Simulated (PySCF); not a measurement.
# `C[C@@H]1CC[Si@](N)(F)C1`, C5H12FNSi

Geometry:
| atom | x (Å) | y (Å) | z (Å) |
| --- | --- | --- | --- |
| C1 | 2.393 | -0.783 | -0.315 |
| C2 | 0.970 | -0.252 | -0.445 |
| C3 | 0.833 | 1.168 | 0.116 |
| C4 | -0.646 | 1.570 | 0.088 |
| Si5 | -1.566 | -0.036 | 0.534 |
| N6 | -2.981 | -0.550 | -0.293 |
| F7 | -2.063 | 0.003 | 2.079 |
| C8 | -0.047 | -1.142 | 0.285 |
| H9 | 2.460 | -1.793 | -0.714 |
| H10 | 2.696 | -0.806 | 0.730 |
| H11 | 3.091 | -0.151 | -0.861 |
| H12 | 0.702 | -0.225 | -1.508 |
| H13 | 1.186 | 1.171 | 1.149 |
| H14 | 1.450 | 1.869 | -0.451 |
| H15 | -0.911 | 1.912 | -0.914 |
| H16 | -0.832 | 2.403 | 0.763 |
| H17 | -3.875 | -0.270 | 0.073 |
| H18 | -3.001 | -0.585 | -1.298 |
| H19 | 0.365 | -1.437 | 1.251 |
| H20 | -0.230 | -2.056 | -0.274 |

Computed with TDDFT B3LYP/def2-SVPD circular dichroism and optical rotation, one conformer, gas phase (PySCF). Geometry: GFN2-xTB.

The molecule is flexible and this is one conformer; a measurement averages over conformers. States above about 7.0 eV (minus the energy of the highest occupied orbital) lie near or above the ionisation threshold and depend on the basis.

Q: Draw the ECD and absorption spectra from the lowest 12 states, each a Gaussian of half-width 0.25 eV at 1/e height.

A: 
```csv
E (eV),λ (nm),Δε (L mol⁻¹ cm⁻¹),ε (L mol⁻¹ cm⁻¹)
5.68,218,-0.13,49.1
5.78,215,-0.54,207
5.88,211,-1.66,635
5.98,207,-3.69,1410
6.08,204,-5.96,2280
6.18,201,-6.96,2680
6.28,197,-5.67,2310
6.38,194,-2.37,1510
6.48,191,+2.61,955
6.58,188,+9.46,941
6.68,186,+16.91,1270
6.78,183,+21.05,1490
6.88,180,+19.00,1330
6.98,178,+12.77,941
7.08,175,+7.25,697
7.18,173,+5.39,799
7.28,170,+6.91,1130
7.38,168,+9.63,1400
7.48,166,+10.86,1420
7.58,164,+8.82,1290
7.68,161,+3.65,1350
7.78,159,-3.37,1820
7.88,157,-11.21,2630
7.98,155,-18.38,3440
8.08,153,-22.09,3930
```
Δε uses R in velocity form, ε uses f in length form. Only the states computed contribute, so the short-wavelength end is incomplete.
